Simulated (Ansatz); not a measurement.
Reaction (ligand exchange at a Ga–C bond): `C/[C]([GaH2])=C\[S][AlH2]` + CH₃NH₂ → `C[NH][GaH2]` + `C/C=C\[S][AlH2]`

Program: Ansatz. Geometries: PBE0-D4/def2-TZVP. ΔE: electronic, gas phase. CCSD(T)/CBS adds triple-zeta CCSD(T) − MP2 to the extrapolated MP2 energy (def2 sets, frozen cores). Double bonds are as drawn, so ΔE can hold a change between cis and trans. DFT in def2-TZVPP. For Ga outer-core shells are correlated without core-valence functions, which leaves a few kJ/mol of doubt a bond. Scalar relativity is left out up to krypton. One conformer a species, not always the lowest.

```tsv
level	ΔE (eV)
ωB97M-V	-0.63
r2SCAN	-0.67
HF/def2-TZVPP	-0.63
SCS-MP2/def2-QZVPP	-0.62
```

(1) What does CCSD(T)/CBS give? (Estimate.)

Largest T1 diagnostic among the species: 0.015.

## Answers

(1) Computed: -0.60 eV. The listed levels differ from it by -0.03, -0.07, -0.03, -0.02 eV.

The D4 term adds +0.07 eV with B3LYP and +0.04 eV with PBE0; it sums over pairs of atoms, weighted by their polarisabilities, and B3LYP, whose exchange is more repulsive, gets the larger term.

B3LYP here is the variant with VWN-RPA as its local correlation; programs differ in this.
